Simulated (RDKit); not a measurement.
Input for RDKit: UFF on H2O (SMILES O).

```python
from rdkit import Chem
from rdkit.Chem import AllChem, rdDetermineBonds

blocks = [
'''3

O    -0.00000000   -0.00000000    0.38961139
H    -0.00000000    0.76498632   -0.19485569
H     0.00000000   -0.76498632   -0.19485569
''',
]
mol = None
for b in blocks:
    f = Chem.MolFromXYZBlock(b)
    rdDetermineBonds.DetermineBonds(f, charge=0)
    mol = f if mol is None else Chem.CombineMols(mol, f)
Chem.SanitizeMol(mol)
print(Chem.MolToSmiles(Chem.RemoveHs(mol)))
ff = AllChem.UFFGetMoleculeForceField(mol, vdwThresh=100.0, ignoreInterfragInteractions=False)
e = ff.CalcEnergy()
print(f'UFF energy {e:.6f} kcal/mol')
```

Program output:

```
O
UFF energy 0.859581 kcal/mol
```

The run finished.

Cost: about 0.020 core-seconds (a rough figure).
